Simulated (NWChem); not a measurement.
# ZnBr, doublet; SMILES [Zn][Br]

```xyz
2

Zn     0.0000     0.0000    -1.2536
Br     0.0000     0.0000     1.0657
```
Atoms are numbered in this order, from 1.

The geometry was optimised at PBE-D3(BJ)/def2-SVP, spin-unrestricted. This spin state was assumed; another may lie lower. No stability test was run on the SCF state. B3LYP is NWChem's, with the RPA form of VWN correlation.

List the 4 lowest vertical excitations from B3LYP/def2-SVP, spin-unrestricted, TDA (NWChem).


```
state    energy (eV)  oscillator strength  <S²>
-------  -----------  -------------------  ----
state 1         2.40                0.002  0.77
state 2         2.40                0.002  0.77
state 3         4.37                0.104  0.78
state 4         5.24                0.081  0.75
```
